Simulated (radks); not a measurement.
Values are calculated unless marked as measured or tabulated.
Q: Excited configurations of Eu: one electron is placed in a higher orbital outside [Xe] 4f7 6s1. The ground configuration is [Xe] 4f7 6s2. Level of theory: scalar-relativistic Kohn-Sham, PBE, spin-polarised, spherical densities, point nucleus; open shells are filled with parallel spins first (spin-orbit coupling, left out, can overturn this in heavy ions) (a radial shooting solver on a logarithmic mesh with Libxc functionals). Excitation = E - E(ground); binding = E(ion) - E, where the ion is the core of charge +1; n* = 1/sqrt(2 binding) in atomic units, and the quantum defect is n - n*.

| outer orbital | excitation (eV) | binding (eV) | n* | quantum defect | eigenvalue (eV) | <r> (bohr) |
|---|---|---|---|---|---|---|
| 5d | 1.349 | 4.259 | 1.787 | 3.213 | -1.360 | 3.586 |
| 6d | 4.041 | 1.567 | 2.947 | 3.053 | -0.792 | 11.23 |
| 7s | 3.356 | 2.253 | 2.458 | 4.542 | -1.390 | 9.925 |
| 7f | 5.086 | 0.523 | 5.103 | 1.897 | -0.329 | 40.12 |

Estimate the row for 6f.

A: excitation (eV) 4.904; binding (eV) 0.704; n* 4.396; quantum defect 1.604; eigenvalue (eV) -0.402; <r> (bohr) 27.18. The Delta-SCF ionisation energy is 5.608 eV (NIST Atomic Spectra Database: 5.670 eV, measured). Self-interaction in the functional shifts the binding energies and quantum defects, so they are the method's values and not measured ones. Open shells are spherical and high-spin; term and fine-structure splittings are not resolved. Spin-orbit splitting is averaged out at the scalar-relativistic level.
